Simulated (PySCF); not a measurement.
## Computed properties of B(OEt)(NH2)(NMe2) (C4H13BN2O), SMILES CCOB(N(C)C)N

B(OEt)(NH2)(NMe2) (C4H13BN2O), SMILES CN(C)B(OCC)N. Coordinates come from a B3LYP-D3(BJ)/def2-SVP optimisation. The values are those of a single conformer. All values are computed for the isolated molecule unless a solvent is named; none is compared with measurement here.

**Structure.** All 57 harmonic modes at B3LYP-D3(BJ)/def2-SVP (PySCF) are real, so it is a minimum. With heavy atoms numbered as in [B:1]([O:2][CH2:3][CH3:4])([NH2:10])[N:13]([CH3:14])[CH3:15], the shortest bond between them is B1–O2 at 1.385 Å and the longest C3–C4 at 1.518 Å.

**Vibrations.** The strongest infrared lines (harmonic, unscaled, degenerate partners summed) lie at 1367 cm⁻¹ (367 km/mol, H 39 %, B 32 %, C 12 %, O 11 %), 1601 cm⁻¹ (277 km/mol, H 67 %, N 20 %, B 12 %), 1237 cm⁻¹ (198 km/mol, H 32 %, B 24 %, N 19 %, C 17 %). The softest mode is at 52 cm⁻¹ and the zero-point energy is 115.5 kcal/mol.

**Electronic structure.** HF/def2-SVP (PySCF) places the frontier levels at -9.17 and 4.65 eV, a gap of 13.82 eV, and gives a dipole moment of 1.80 D and a mean polarisability of 68.9 bohr³.

**Excitations.** TDDFT-ωB97X/def2-SVP (PySCF) has S1 at 7.04 eV (176 nm, f = 0.026, weak); the most intense of the 10 singlets computed lies at 8.23 eV (f = 0.31). T1 (TDA) is at 6.90 eV. No vertical singlet excitation falls in the visible range (under 3.1 eV).

**NMR.** GIAO shifts at KT2/pcSseg-1 (PySCF) (non-relativistic, atoms alike by connectivity averaged): ¹³C from 21.4 to 63.7 ppm against TMS; ¹H from 1.6 to 4.0 ppm against TMS; ¹¹B at 6.8 ppm against BF3.
